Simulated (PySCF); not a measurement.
**Dipole response of Pd(2+) (palladium, charge +2)**

[Kr] 4d8, high-spin 3F determinant. All numbers are calculated (PySCF 2.14, a scalar-relativistic core potential, in aug-cc-pVTZ-PP with ECP28MDF (6s6p5d3f2g, 88 functions)). Coupled (time-dependent) response in atomic units; α is the mean over directions.

```
 method  mean α (bohr³)  C₆ (like pair)  S(−4)
    UHF           6.041           31.26  7.947
    PBE           6.959           36.76  12.43
   PBE0           6.645           34.90  10.69
r2SCANh           6.668           35.48  10.48
```

S(−4) is the Cauchy moment in α(ω) = α(0) + S(−4) ω² + …

Spin-orbit coupling is absent.

α(iu) at PBE:

| u (hartree) | α(iu) (bohr³) |
| --- | --- |
| 0 | 6.959 |
| 0.0500 | 6.928 |
| 0.100 | 6.839 |
| 0.200 | 6.519 |
| 0.300 | 6.088 |
| 0.500 | 5.178 |
| 0.750 | 4.211 |
| 1.00 | 3.461 |
| 1.50 | 2.423 |
| 2.00 | 1.769 |
| 3.00 | 1.041 |
| 5.00 | 0.4667 |

A single London oscillator, α(iu) = α/(1 + u²/ω²), gives C₆ = (3/4) ω α². Matching the computed C₆ needs ω = 4 × 36.76 / (3 × 6.959²) = 1.01 hartree.

For an ion, C₆ is the dispersion term alone; charge-induced terms of lower order in 1/R come first.

Energies and moments cover only the electrons outside the core potential.
